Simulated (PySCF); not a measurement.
## Correlation energy of Br³⁺ (bromine, charge +3)

[Ar] 3d10 4s2 4p2, high-spin 3P determinant. Computed with PySCF 2.14 in x2c-SVPall (5s4p3d, 32 functions), with scalar relativity by spin-free X2C-1e. Frozen: [Ar] 3d10; 4 electrons correlated.

MP2 pair energies summed by pair of shells (mhartree):

| pair | energy | share (%) |
| --- | --- | --- |
| 4s-4p | -29.24 | 61.2 |
| 4s-4s | -13.66 | 28.6 |
| 4p-4p | -4.92 | 10.3 |

Total MP2 correlation energy: -47.81 mhartree.

Same-spin part -7.50 and opposite-spin part -40.30 mhartree; SCS-MP2 scales them by 1/3 and 6/5 to -50.87 mhartree.

| level | correlation energy (mhartree) |
| --- | --- |
| CCSD | -65.02 |
| (T) | -0.61 |
| CCSD(T) | -65.63 |

Diagnostics: T1 = 0.0054, D1 = 0.0149, largest double amplitude 0.092.

**Question.** Is a single reference adequate?

**Answer.** Mostly. T1 lies below 0.03, but a double amplitude of this size points to a near-degeneracy that CCSD handles and MP2 describes poorly.
